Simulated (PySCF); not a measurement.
CaO: frontier orbitals

PBE0 at R = 1.808 Å; Ca x2c-TZVPPall, O x2c-TZVPPall; spin-free X2C with a Gaussian nucleus (PySCF 2.14). State: ¹Σ⁺ (singlet), closed shell. Only the outer orbitals are listed, counted within each symmetry.

```json
{"orbital": "5σ", "occ.": "2", "ε (eV)": "-47.67", "on Ca (%)": "99", "main shells (%)": "99 Ca s"}
{"orbital": "6σ", "occ.": "2", "ε (eV)": "-27.88", "on Ca (%)": "88", "main shells (%)": "88 Ca p, 10 O s"}
{"orbital": "2π", "occ.": "2", "ε (eV)": "-27.40", "on Ca (%)": "100", "main shells (%)": "100 Ca p"}
{"orbital": "2π", "occ.": "2", "ε (eV)": "-27.40", "on Ca (%)": "100", "main shells (%)": "100 Ca p"}
{"orbital": "7σ", "occ.": "2", "ε (eV)": "-19.71", "on Ca (%)": "14", "main shells (%)": "86 O s, 10 Ca p"}
{"orbital": "3π", "occ.": "2", "ε (eV)": "-5.02", "on Ca (%)": "17", "main shells (%)": "83 O p, 14 Ca d"}
{"orbital": "3π", "occ.": "2", "ε (eV)": "-5.02", "on Ca (%)": "17", "main shells (%)": "83 O p, 14 Ca d"}
{"orbital": "8σ", "occ.": "2", "ε (eV)": "-4.77", "on Ca (%)": "23", "main shells (%)": "76 O p, 13 Ca d"}
{"orbital": "9σ", "occ.": "0", "ε (eV)": "-1.92", "on Ca (%)": "97", "main shells (%)": "77 Ca s, 17 Ca p"}
{"orbital": "4π", "occ.": "0", "ε (eV)": "-0.19", "on Ca (%)": "100", "main shells (%)": "85 Ca p, 15 Ca d"}
{"orbital": "4π", "occ.": "0", "ε (eV)": "-0.19", "on Ca (%)": "100", "main shells (%)": "85 Ca p, 15 Ca d"}
```

Question: Which are the highest filled and the lowest empty level, where do they sit, and how wide is the gap?

Answer: Highest filled 8σ at -4.77 eV (in %: 76 O p, 13 Ca d); lowest empty 9σ at -1.92 eV (in %: 77 Ca s, 17 Ca p); the gap at PBE0 is 2.85 eV.

```json
{
  "bond order (Mayer)": "1.85",
  "⟨S²⟩": "0.000",
  "charge on Ca (Mulliken, basis-dependent)": "0.85",
  "charge on Ca (Löwdin, basis-dependent)": "0.67",
  "dipole moment (positive dipole means Ca(−)O(+))": "-8.75 D",
  "polarisability along the bond": "79.5 bohr³",
  "polarisability across the bond": "27.0 bohr³"
}
```
